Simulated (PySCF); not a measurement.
A GIAO shielding run with PySCF 2.14.0 with density-fitted response routines (density fitting, non-relativistic, gas phase) on `C1C[Si@H](/C=C/[SiH3])N[SiH2]1`, C$_{4}$H$_{13}$NSi$_{3}$:

```
$ OMP_NUM_THREADS=1 python probes_run.py task.json out

{"job": {"kind": "nmr", "xc": "PBE0", "basis": "pcSseg-1"}, "charge": 0, "multiplicity": 1}
Si     3.817419     0.982518    -0.035325
C      1.978451     0.633317    -0.201096
C      1.434676    -0.399149    -0.842423
Si    -0.416276    -0.738531    -0.916495
C     -1.109098    -1.466677     0.701451
C     -2.522690    -0.916891     0.914589
Si    -2.572909     0.888115     0.323864
N     -1.330031     0.738226    -0.871049
H      4.088051     2.368908    -0.429222
H      4.580227     0.065886    -0.884735
H      4.215147     0.799442     1.364900
H      1.301361     1.328523     0.285145
H      2.090457    -1.103877    -1.338916
H     -0.750052    -1.531257    -2.112571
H     -1.114565    -2.557072     0.715061
H     -0.474310    -1.150280     1.531717
H     -3.223890    -1.504899     0.319864
H     -2.827262    -1.033232     1.955406
H     -3.844325     1.274806    -0.294276
H     -2.200083     1.849298     1.371898
H     -1.129220     1.489769    -1.506431
```

Hardware: 1 thread of an Arm Neoverse V2, shared host. The job also computes population analyses, field gradients, ring-centre shieldings.

(1) How large is the calculation?

(2) How long does it take, and how much memory does it need?

## Answers

(1) 86 electrons, 222 basis functions and 1217 auxiliary functions.

(2) 48 s of wall time, with 13 SCF cycles and 5 response iterations; peak memory 1.1 GiB. Times on a shared host scatter by some tens of per cent.
